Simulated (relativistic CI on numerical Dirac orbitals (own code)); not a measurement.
# Level scheme of Nb3+

These numbers are calculated, not measured: Dirac-Coulomb-Breit CI, separate exchange-only KLI orbitals for each configuration, QED by a radiative potential, valence Slater integrals scaled by 0.85, P86 correlation estimate, and configurations built on the next ion tied to the tabulated ionisation energy (semi-empirical) (own radial code, finite nucleus).

Configuration list (outside the closed core [Ar] 3d10): 4s²4p⁶4d², 4s²4p⁶4d5s, 4s²4p⁶4d5p, 4s²4p⁶4d5d, 4s²4p⁶4d6s, 4s²4p⁶4d4f, 4s²4p⁶4d5f, 4s²4p⁶5s², 4s²4p⁶5s5p, 4s²4p⁵4d³, 4s²4p⁶4f², 4s²4p⁶4d6p, 4s²4p⁶4d6d, 4s²4p⁶5p², 4s²4p⁶4d5g, 4s²4p⁶5s5d, 4s²4p⁶4d6f, 4s²4p⁶4f5s, 4s²4p⁴4d⁴, 4s²4p⁵4d²4f, 4s²4p⁶5p5d, 4s²4p⁶4f5p, 4s4p⁶4d³. Levels of other configurations are missing.

| No. | Configuration | Term | J | E (eV) | % | Next component (%) | Lifetime (s) |
| --- | --- | --- | --- | --- | --- | --- | --- |
| 41 | 4s²4p⁶4d5d | ¹D | 2 | 21.5057 | 77 | 16 ³P | 4.46e-10 |
| 42 | 4s²4p⁶4d5d | ³P | 0 | 21.5528 | 96 | 3 ¹S | 4.94e-10 |
| 43 | 4s²4p⁶5s5p‡ | ³P° | 2 | 21.5702 | 98 | 1 4s²4p⁶4d4f ³P° | 3.05e-10 |
| 44 | 4s²4p⁶4d5d | ³P | 1 | 21.6167 | 96 | 2 ³S | 4.88e-10 |
| 45 | 4s²4p⁶4d5d | ³P | 2 | 21.6930 | 82 | 16 ¹D | 4.86e-10 |
| 46 | 4s²4p⁶4d5d | ¹G | 4 | 21.6994 | 97 | 2 ³F | 4.93e-10 |
| 47 | 4s²4p⁶4d6s | ³D | 1 | 21.8230 | 100 |  | 5.13e-10 |
| 48 | 4s²4p⁶4d6s | ³D | 2 | 21.8630 | 84 | 15 ¹D | 5.15e-10 |
| 49 | 4s²4p⁶4d6s | ³D | 3 | 22.0347 | 100 |  | 5.12e-10 |
| 50 | 4s²4p⁶4d6s | ¹D | 2 | 22.1466 | 83 | 16 ³D | 5.20e-10 |
| 51 | 4s²4p⁶4d5d | ¹S | 0 | 22.2970 | 93 | 3 ³P | 5.78e-10 |
| 52 | 4s²4p⁶4d4f | ¹G° | 4 | 22.7153 | 87 | 6 ³H° | 4.72e-10 |
| 53 | 4s²4p⁶4d4f | ³F° | 2 | 22.8852 | 90 | 8 ¹D° | 2.40e-10 |
| 54 | 4s²4p⁶4d4f | ³H° | 4 | 22.8890 | 90 | 4 ³F° | 1.91e-09 |
| 55 | 4s²4p⁶4d4f | ³F° | 3 | 22.9243 | 95 | 2 ³G° | 2.32e-10 |
| 56 | 4s²4p⁶4d4f | ³H° | 5 | 22.9512 | 97 | 1 ³G° | 3.99e-09 |
| 57 | 4s²4p⁶4d4f | ³F° | 4 | 22.9942 | 87 | 8 ¹G° | 2.56e-10 |
| 58 | 4s²4p⁶4d4f | ³H° | 6 | 23.0564 | 99 | 1 4s²4p⁶4d5f ³H° | 1.86e-08 |
| 59 | 4s²4p⁶4d4f | ¹D° | 2 | 23.1597 | 88 | 7 ³F° | 2.05e-10 |
| 60 | 4s²4p⁶4d4f | ³G° | 3 | 23.3067 | 90 | 5 ¹F° | 9.10e-11 |
| 61 | 4s²4p⁶4d4f | ³G° | 4 | 23.4037 | 94 | 2 4s²4p⁵4d³ ³G° | 9.05e-11 |
| 62 | 4s²4p⁶4d4f | ³D° | 1 | 23.4685 | 51 | 23 ¹P° | 1.48e-10 |
| 63 | 4s²4p⁶4d4f | ³G° | 5 | 23.4691 | 96 | 2 4s²4p⁵4d³ ³G° | 8.80e-11 |
| 64 | 4s²4p⁶4d4f | ³D° | 2 | 23.5207 | 75 | 15 ³P° | 1.51e-10 |
| 65 | 4s²4p⁶4d4f | ³D° | 3 | 23.5368 | 71 | 16 ¹F° | 1.35e-10 |
| 66 | 4s²4p⁶5s5p‡ | ¹P° | 1 | 23.5964 | 33 | 31 4s²4p⁶4d4f ³D° | 1.44e-10 |
| 67 | 4s²4p⁶4d4f | ¹F° | 3 | 23.6901 | 69 | 20 ³D° | 1.19e-10 |
| 68 | 4s²4p⁶4d4f | ³P° | 2 | 23.7207 | 76 | 14 ³D° | 1.88e-10 |
| 69 | 4s²4p⁶4d4f | ³P° | 1 | 23.7664 | 84 | 6 4s²4p⁶4d6p ³P° | 2.03e-10 |
| 70 | 4s²4p⁶4d4f | ³P° | 0 | 23.7931 | 91 | 7 4s²4p⁶4d6p ³P° | 2.09e-10 |

Energies count from the lowest computed level; ° marks odd parity; lifetimes are radiative, by E1, M1, E2 decay to levels of this space only. ‡ marks configurations that were not tied to measured data.

The mean weight of the leading LS term, summed over parents, in these 30 levels is 86 %, and that of the leading jj configuration (from the same eigenvectors) 70 %, so LS coupling describes them better.

Configurations that consist of the next ion and one excited electron were tied to the tabulated ionisation energy; Rydberg ones are usually within 1,000 to 3,000 cm⁻¹ and the lowest ones within about 6,000 (9,000 in d shells), while levels on excited terms of the next ion carry the error of that term, and the other configurations can be misplaced by 10,000 cm⁻¹ or more. Rates follow the energies as ν³ (E1, M1) or ν⁵ (E2), so rates, branching and lifetimes can be off by large factors. The fine structure of a lone outer electron comes out too small, for d and f at times inverted, and misplaced configurations move strength between like terms.

LS names give the leading component of a level, which can be under half, so a name can repeat, a term be missing and a line seem to break the LS rules.
